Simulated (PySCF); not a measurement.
CH4Be (SMILES [BeH][CH3]), singlet, geometry from GFN2-xTB (such geometries of metal compounds can be far from the true shape). Base run: PBE0/6-31G, polarisability (PySCF).

Input for PySCF:
```python
from pyscf import gto, scf, dft
from pyscf.prop import polarizability

mol = gto.Mole()
mol.atom = '''
    Be   -0.979686   -0.515646   -0.124762
    H    -2.104771   -1.107820   -0.268040
    C     0.537489    0.282901    0.068449
    H     1.065746    0.027850    0.989528
    H     0.472490    1.372776    0.089402
    H     1.260342    0.072371   -0.722534
'''
mol.basis = '6-31g'
mol.charge = 0
mol.spin = 0
mol.verbose = 4
mol.build()

mf = dft.RKS(mol)
mf.xc = 'pbe0'
mf.kernel()
alpha = mf.Polarizability().polarizability()[2, 2]
print('alpha_zz =', alpha)
```

Each row names what was changed in the base input (with any setting that the change needs).

| change | alpha_zz (bohr³) | basis functions | core-seconds (rough) |
|---|---|---|---|
| base | 22.81 | 26 | 3 |
| basis = cc-pVDZ | 25.52 | 48 | 5 |
| finite field (a.u.) = 2e-4; conv_tol = 1e-6 | 22.65 | 26 | 2 |
| basis = 6-31G* | 23.51 | 36 | 4 |
| finite field (a.u.) = 0.001; conv_tol = 1e-11 | 22.81 | 26 | 3 |
| basis = def2-SVP | 24.34 | 43 | 5 |
| finite field (a.u.) = 0.02; conv_tol = 1e-11 | 22.83 | 26 | 3 |
| finite field (a.u.) = 2e-4; conv_tol = 1e-11 | 22.81 | 26 | 3 |
| basis = STO-3G | 13.36 | 14 | 2 |
| basis = def2-SVPD | 29.37 | 64 | 7 |
| basis = cc-pVTZ | 27.93 | 116 | 20 |
| finite field (a.u.) = 0.005; conv_tol = 1e-11 | 22.81 | 26 | 3 |

Finite-field rows take the second difference of the energy in a field along z; a small field with loose convergence shows SCF noise divided by the square of the field, and a large one adds hyperpolarisability.
